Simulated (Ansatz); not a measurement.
Geometry optimisation, Ansatz, UKS B3LYP-D4/def2-SVP.

Input:

```yaml
crystal:
  periodic: [false, false, false]
  atoms:
    - { symbol: S, position_ang: [1.0378, -0.8553, 1.128] }
    - { symbol: Sn, position_ang: [-0.0511, 0.3995, -0.6984] }
    - { symbol: H, position_ang: [0.3205, -2.0081, 0.7315] }
    - { symbol: H, position_ang: [-1.7144, 0.3189, -0.5438] }
    - { symbol: H, position_ang: [0.457, 2.0714, -0.6587] }
magnetization:
  spin_polarized: true
  initial_magnetization: 1
basis:
  gaussian: { orbitals: def2-SVP }
hamiltonian:
  xc: b3lyp
  dispersion: d4
relax:
  f_tol: 0.015
  max_steps: 40
output:
  orbitals: {}
```

Command:

```bash
$ ansatz run input.yaml --threads 1 --pin off --max-ram 2048MiB --backend cpu --events-out ev --progress --plain --runs-dir out
```

Where does it end, and by what steps?

It converged. After 6 steps the energy has fallen by 0.126 eV; H3 moved furthest, 0.16 Å.

```csv
step,energy less start (eV),largest force component (eV/Å),accepted
0,0.0000,1.064,yes
1,-0.1000,0.596,yes
2,-0.1198,0.178,yes
3,-0.1219,0.066,yes
4,-0.1250,0.078,yes
5,-0.1255,0.018,yes
6,-0.1256,0.002,yes
```

```xyz
5
Properties=species:S:1:pos:R:3
S 1.081 -0.854 0.985
Sn -0.026 0.400 -0.827
H 0.270 -1.932 0.863
H -1.748 0.272 -0.553
H 0.472 2.039 -0.509
```

Whether the end is a true minimum wasn't checked by a vibrational analysis.

The run took 24 s on 1 thread of Intel(R) Xeon(R) Processor @ 2.70GHz (shared host), peak memory 0.17 GiB.
